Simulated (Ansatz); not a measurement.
The cluster Li18 (the lowest singlet isomer of a short search). Charge 0, multiplicity 1. Geometry PBE0/def2-SVP, basis def2-TZVP, Ansatz.

```tsv
atom	x (Å)	y (Å)	z (Å)
Li1	0.144	-1.502	0.342
Li2	-0.985	0.591	-3.933
Li3	-0.501	1.154	0.900
Li4	1.912	-3.508	0.483
Li5	-1.077	2.815	-1.394
Li6	-2.215	-0.302	-1.119
Li7	-2.881	2.234	1.479
Li8	-1.451	-3.643	0.230
Li9	-0.604	0.953	3.591
Li10	2.792	-0.829	-1.076
Li11	0.201	3.515	1.953
Li12	0.450	0.458	-1.644
Li13	0.209	-2.404	2.884
Li14	0.167	-2.214	-2.465
Li15	2.031	2.323	-0.431
Li16	1.916	0.071	1.877
Li17	2.218	1.237	-3.511
Li18	-2.326	-0.949	1.836
```

```
run  HOMO (eV)  LUMO (eV)
  A      -3.11      -1.81
  B      -2.65      -2.04
  C      -2.91      -2.22
  D      -2.91      -2.32
```

B3LYP takes the VWN-RPA correlation. The structure comes from a short search, and lower isomers may exist.

Q: The runs used B3LYP, BLYP, PBE, r2SCAN. Estimate which is which.

A: A B3LYP (20 % exact exchange); B BLYP (0 % exact exchange); C r2SCAN (0 % exact exchange); D PBE (0 % exact exchange). Exact exchange lowers occupied and raises empty levels; among semilocal functionals meta-GGAs tend to open the gap a little, and such runs are hard to tell apart. The gap grows from 0.60 eV (PBE) to 1.30 eV (B3LYP). The restricted singlet is unstable towards broken spin symmetry in Hartree–Fock (as tested in another run); at B3LYP/def2-TZVP, BLYP/def2-TZVP, r2SCAN/def2-TZVP, PBE/def2-TZVP this wasn't settled.
